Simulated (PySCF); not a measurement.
C3H12GeSi.
Z-matrix (Å and degrees, PBE0-D3(BJ)/def2-SVP geometry), rows numbered from 1:
```
C 
C   1  1.5233
Ge  2  1.9613  1  113.55
C   3  1.9647  2  110.28  1   -55.79
Si  4  1.8765  3  114.85  2   -57.74
H   1  1.1020  2  111.78  3   -57.63
H   1  1.1018  2  111.64  3    62.52
H   1  1.1017  2  111.68  3  -177.74
H   2  1.1026  1  110.72  3  -121.35
H   2  1.1025  1  110.90  3   121.17
H   3  1.5458  2  109.65  1    63.90
H   3  1.5436  2  110.25  1  -176.49
H   4  1.1026  3  108.39  2   179.88
H   4  1.1029  3  108.19  2    64.54
H   5  1.4967  4  111.53  3  -178.34
H   5  1.4964  4  110.54  3   -57.88
H   5  1.4971  4  110.56  3    61.59
```

A calculation gives these core lines: C 1s: 289.80 (area 1), 290.13 (area 1), 290.65 (area 1) eV; Si 1s: 1846.29 eV; Si 2p3/2: 106.51 eV.

Method used: PySCF 2.14.0, delta-SCF UKS SCAN, pcX-2 on the ionised atom, pcseg-1 elsewhere, spin-free X2C. The structure is a single PBE0-D3(BJ)/def2-SVP conformer in the gas phase; no vibrational or solvent corrections.

Question: Assign the C 1s lines to atoms.

Answer: 289.80 eV: C4 (sp3 carbon bound to silicon); 290.13 eV: C2 (sp3 carbon bound to germanium); 290.65 eV: C1 (methyl carbon). The listed C 1s values span 0.85 eV, from C4 (bonded to 2 H, Ge and Si) to C1 (bonded to C and 3 H). Summing the Pauling electronegativity differences to the bonded atoms, each weighted by its formal bond order, gives -1.89 for the lowest site and -1.05 for the highest; no listed site has a larger sum than the highest.

Bonded neighbours of each site: C1: C and 3 H; C2: C, 2 H and Ge; C4: 2 H, Ge and Si; Si5: C and 3 H.

Question: Which photon energy gives electrons from Si 2p3/2 of Si5 a kinetic energy of 50 eV, and what is their de Broglie wavelength?

Answer: hν = 106.51 + 50 = 156.51 eV, recoil neglected; λ = 12.264 Å/√(E/eV) = 1.73 Å.

For 2p shells one spin-free hole was relaxed; a mean-field spin–orbit operator and the ground-state splitting of the three 2p orbitals were then diagonalised within the shell. The shell's mean is (2 × 2p3/2 + 2p1/2)/3, and the degeneracies 2j + 1 give areas of 2:1. 2p1/2 minus 2p3/2 (ligand field included): Si 0.62 eV. No level of germanium is listed.
